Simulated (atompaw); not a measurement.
## Reading a pseudo-wave (F (Z = 9))

Columns: radius, all-electron u(r) and pseudo u(r) of the 2p shell (level -11.11 eV) of fluorine in the configuration [He] 2s2 2p5; PBE, scalar-relativistic, PAW (atompaw) scheme, atompaw 4.2.0.5.

```tsv
r (bohr)	all-electron	pseudo
0.077	0.0905	0.0054
0.154	0.2646	0.0215
0.231	0.4440	0.0475
0.308	0.5982	0.0825
0.385	0.7186	0.1252
0.462	0.8058	0.1738
0.538	0.8623	0.2259
0.615	0.8943	0.2807
0.692	0.9058	0.3358
0.769	0.9016	0.3890
0.846	0.8858	0.4385
0.923	0.8616	0.4826
1.000	0.8317	0.5200
1.077	0.7980	0.5497
1.154	0.7621	0.5709
1.231	0.7250	0.5835
1.308	0.6877	0.5874
1.385	0.6507	0.5834
1.462	0.6144	0.5721
1.538	0.5796	0.5550
1.615	0.5457	0.5329
1.692	0.5131	0.5075
1.769	0.4820	0.4801
1.846	0.4525	0.4521
1.923	0.4245	0.4245
2.000	0.3980	0.3980
```

Q: How many radial nodes do the two functions have?

A: The all-electron 2p function has n − l − 1 = 0; the pseudo-wave has 0.

Q: Is the pseudo-wave norm-conserving?

A: No, it belongs to a PAW set: the norm inside the radius is not constrained, and the difference is carried by the augmentation charge.
